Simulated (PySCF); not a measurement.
**Electron correlation in Ru³⁺ (ruthenium, charge +3)**

Starting occupation: [Kr] 4d5, 4d3/2 with m_j = -3/2, -1/2, +1/2, +3/2, 4d5/2 with m_j = +5/2. Calculation: PySCF 2.14, in x2c-TZVPPall-2c; X2C-1e with screened-nucleus spin-orbit coupling, Gaussian nucleus. Frozen: [Ar] 3d10; 13 electrons correlated; the 6 highest virtual spinors left out.

MP2 pair energies summed by pair of shells (mhartree):

| pair | energy | share (%) |
| --- | --- | --- |
| 4d-4p | -159.77 | 45.0 |
| 4p-4p | -76.14 | 21.4 |
| 4d-4d | -59.61 | 16.8 |
| 4p-4s | -32.85 | 9.3 |
| 4d-4s | -21.80 | 6.1 |
| 4s-4s | -4.81 | 1.4 |

Total MP2 correlation energy: -354.99 mhartree.

The GHF reference relaxed away from the jj start to a determinant that is no pure jj level (⟨S²⟩ = 8.73, ⟨J²⟩ = 8.75); the energies belong to that determinant.

This basis was not built for core-valence correlation, so the inner-shell part is incomplete.
